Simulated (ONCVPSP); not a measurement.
Potentials for Be (Z = 4) compared

Generated with ld1.x 7.5 (TM, RRKJ, ultrasoft, PAW), atompaw 4.2 or ONCVPSP 4.0.1. The cutoff is in Ry: for ld1.x and atompaw files where the sum of valence levels is converged to 10 mRy in a Bessel basis, for ONCV files where the hardest occupied wave has 1 mHa per electron of residual kinetic energy. The error is the largest all-electron minus pseudo excitation energy over each file’s own four to seven test configurations (ionisations up to +4, promotions, holes and added fractions of an electron), all of which were solved. The labels leave out finer settings (local radius, basis sizes, second energies), which also bear on the numbers. Spin-polarised tests are not counted. The rows are a selection from randomly drawn settings: files with unsolved tests, undetermined cutoffs or missed reference levels are left out.

A true bound ghost makes a file unfit for plane-wave use even where its test errors are small: the radial tests pick states by their node count and pass the ghost by.

| potential | cutoff (Ry) | largest error (meV) | bound ghosts |
| --- | --- | --- | --- |
| ONCV, LDA (Perdew-Wang 92), fully relativistic, rc 0.90/0.90 (sp), local p, core correction no, reference 1s2 2s2, qcut 17.7/10.2, projectors 3/0 | 191 | +882 | none |
| ONCV, PBE, non-relativistic, rc 2.35/1.85/2.45 (spd), local smoothed, core correction yes, reference 2s2, qcut 2.9/4.7/3.4, projectors 1/1/2 | 9 | +7.7 | none |
| ONCV, PBE, scalar-relativistic, rc 0.95/1.00 (sp), local smoothed, core correction no, reference 1s2 2s2, qcut 10.8/8.8, projectors 2/1 | 107 | +5.4 | none |
| ONCV, PBE, scalar-relativistic, rc 2.05/3.40/2.05 (spd), local d, core correction no, reference 2s1 2p1, qcut 2.6/4.2/4.9, projectors 1/2/0 | 14 | +45 | none |
| ONCV, PBE, scalar-relativistic, rc 0.70/0.75/0.55 (spd), local smoothed, core correction no, reference 1s2 2s2, qcut 21.1/11.8/18.4, projectors 2/3/2 | 248 | +2.4 | p |
| ONCV, PBEsol, scalar-relativistic, rc 1.50/1.60 (sp), local s, core correction yes, reference 2s2, qcut 4.2/4.9, projectors 0/2 | 12 | +7.6 | none |

Q: Fill in the row for Be: ONCV, LDA (Perdew-Wang 92), scalar-relativistic, rc 0.40/0.45/0.40 (spd), local smoothed, core correction no, reference 1s2, qcut 23.7/17.4/28, projectors 2/2/2.

A: cutoff 464 Ry, largest error +0.9 meV, bound ghosts: s.
